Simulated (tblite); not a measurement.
Compound: C4H8BCl2Ga.
Atom-mapped SMILES: `[Cl:1][B:2]([Cl:3])[CH2:4][C:5]1([GaH2:6])[CH2:7][CH2:8]1` (hydrogens: H9, H10 on C4; H11, H12 on Ga6; H13, H14 on C7; H15, H16 on C8)

Computed with GFN2-xTB (tblite), gas phase: L-BFGS steps from a force-field or distance-geometry start until the largest atomic force falls under 0.01 eV/Å.

Step 7: E = -657.4027 eV
```
atom  x, y, z in Å  |  force x, y, z in eV/Å
Cl1     3.1745    1.1547    1.6067   -0.034  -0.153  -0.144
B2      2.2447    0.0902    0.6020   -0.240  -0.219   0.509
Cl3     2.7968   -1.5147    0.3392    0.171   0.122   0.017
C4      0.9234    0.6316   -0.0799    0.191  -0.034  -0.139
C5     -0.3517   -0.1892   -0.3493    0.190   0.056  -0.011
Ga6    -1.4699    1.1100   -1.4075   -0.015   0.160   0.068
C7     -0.4967   -1.6339    0.0242    0.001   0.158   0.197
C8     -1.2090   -0.5892    0.8325    0.039  -0.047   0.064
H9      1.3640    0.9105   -1.0516   -0.272   0.134  -0.369
H10     0.5781    1.5813    0.3471    0.152   0.056   0.158
H11    -0.7419    2.3695   -2.0726    0.007  -0.110  -0.111
H12    -2.9393    1.3662   -0.8719   -0.148  -0.079  -0.166
H13    -1.0687   -2.2979   -0.6119   -0.090   0.126   0.002
H14     0.3376   -2.1350    0.4989   -0.038   0.099  -0.094
H15    -2.2936   -0.5114    0.7158    0.119  -0.038   0.062
H16    -0.8558   -0.3339    1.8258   -0.032  -0.231  -0.042
```

Step 8: E = -657.4348 eV
```
atom  x, y, z in Å  |  force x, y, z in eV/Å
Cl1     3.1781    1.1462    1.6135   -0.012  -0.098  -0.075
B2      2.2525    0.0844    0.6128   -0.408  -0.100   0.241
Cl3     2.8085   -1.5150    0.3492    0.153   0.053   0.014
C4      0.9330    0.6366   -0.0903    0.065  -0.169  -0.082
C5     -0.3552   -0.1892   -0.3511    0.322   0.160   0.136
Ga6    -1.4652    1.1294   -1.3871   -0.137   0.142  -0.004
C7     -0.5058   -1.6340    0.0273    0.228   0.275   0.153
C8     -1.2098   -0.5912    0.8359    0.065   0.020   0.088
H9      1.3468    0.9199   -1.0762   -0.237   0.096  -0.159
H10     0.5851    1.5806    0.3563    0.201  -0.014   0.066
H11    -0.7296    2.3666   -2.0938   -0.038  -0.127  -0.052
H12    -2.9646    1.3521   -0.8817   -0.009  -0.057  -0.191
H13    -1.0655   -2.2937   -0.6127   -0.246  -0.005  -0.102
H14     0.3367   -2.1303    0.4890   -0.002   0.066  -0.034
H15    -2.2925   -0.5128    0.7260    0.037  -0.023   0.019
H16    -0.8599   -0.3408    1.8306    0.018  -0.219  -0.018
```

Step 9: E = -657.4567 eV
```
atom  x, y, z in Å  |  force x, y, z in eV/Å
Cl1     3.1807    1.1396    1.6148   -0.023  -0.066  -0.004
B2      2.2468    0.0760    0.6301   -0.360  -0.016  -0.032
Cl3     2.8202   -1.5144    0.3542    0.103   0.015   0.035
C4      0.9403    0.6399   -0.0994   -0.028  -0.192   0.007
C5     -0.3525   -0.1871   -0.3511    0.249   0.212   0.203
Ga6    -1.4632    1.1421   -1.3749   -0.194   0.092  -0.031
C7     -0.5090   -1.6306    0.0306    0.272   0.225  -0.001
C8     -1.2086   -0.5907    0.8387    0.077   0.061   0.076
H9      1.3308    0.9280   -1.0970   -0.172   0.050   0.036
H10     0.5944    1.5801    0.3644    0.218  -0.063  -0.022
H11    -0.7236    2.3622   -2.1075   -0.055  -0.120  -0.025
H12    -2.9810    1.3433   -0.8917    0.069  -0.042  -0.199
H13    -1.0673   -2.2882   -0.6133   -0.251  -0.009  -0.092
H14     0.3368   -2.1261    0.4828    0.038   0.028   0.013
H15    -2.2905   -0.5144    0.7323   -0.004  -0.002  -0.008
H16    -0.8617   -0.3506    1.8345    0.061  -0.174   0.044
```

**Question.** Estimate the geometry and energy of step 10. (The exact step hangs on the optimiser's Hessian estimate; all steps are aligned on step 9, rigid shifts and turns removed.)

**Answer.** E = -657.4719 eV, largest force 0.263 eV/Å
```
atom  x, y, z in Å  |  force x, y, z in eV/Å
Cl1     3.1818    1.1345    1.6143   -0.064  -0.060   0.030
B2      2.2347    0.0688    0.6436   -0.165   0.008  -0.190
Cl3     2.8300   -1.5137    0.3571    0.042   0.010   0.057
C4      0.9445    0.6401   -0.1051   -0.059  -0.118   0.071
C5     -0.3470   -0.1821   -0.3481    0.049   0.185   0.181
Ga6    -1.4650    1.1501   -1.3687   -0.178   0.024  -0.031
C7     -0.5073   -1.6257    0.0314    0.183   0.128  -0.132
C8     -1.2061   -0.5885    0.8413    0.080   0.052   0.042
H9      1.3173    0.9340   -1.1101   -0.101   0.007   0.157
H10     0.6049    1.5787    0.3694    0.200  -0.062  -0.064
H11    -0.7218    2.3571   -2.1156   -0.057  -0.099  -0.019
H12    -2.9895    1.3378   -0.9018    0.079  -0.032  -0.191
H13    -1.0725   -2.2826   -0.6139   -0.161   0.064  -0.025
H14     0.3382   -2.1230    0.4798    0.057   0.006   0.027
H15    -2.2886   -0.5157    0.7356    0.009   0.016  -0.018
H16    -0.8612   -0.3609    1.8383    0.086  -0.129   0.105
```

The energy changes by -0.0151 eV. The first-order estimate −F·Δx gives -0.0214 eV and the mean of the old and new forces, exact on a quadratic surface, -0.0152 eV. The step makes an angle of 55° with the force vector and moves no atom by more than 0.020 Å.

What follows is the cost of the whole relaxation. Hardware: Arm Neoverse V1, one thread, no GPU, shared host. Cost: 1.1 s wall.
